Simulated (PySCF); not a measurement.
ZnH, SMILES [ZnH+] (connectivity only; charge and spin as stated), charge +1, multiplicity 1. Atoms are numbered in the order given.

```xyz
2

Zn     0.0000     0.0000    -0.0495
H      0.0000     0.0000     1.4841
```
Charge +1, spin multiplicity 1.

The structure is a stationary point at PBE0-D3(BJ)/def2-TZVPD. The spin state was assumed, not searched.

All values below come from IEF-PCM-ωB97X/def2-TZVPD run with PySCF 2.14.0.

The values are the electrostatic part of the solvation free energy, E(continuum) − E(gas) at the gas-phase geometry, in a cavity of scaled van der Waals radii (PySCF's table); cavitation and dispersion terms are not included. A continuum can't describe solvent molecules that bind to the metal. In vacuum the orbital gap is 10.97 eV.

Computed values in water (ε = 78.36), chloroform (ε = 4.71), toluene (ε = 2.37):
```
solvent         ε  ΔG(elec) (kcal/mol)  gap (eV)
----------  -----  -------------------  --------
water       78.36               -112.2     11.79
chloroform   4.71                -87.2     11.49
toluene      2.37                -62.7     11.27
```
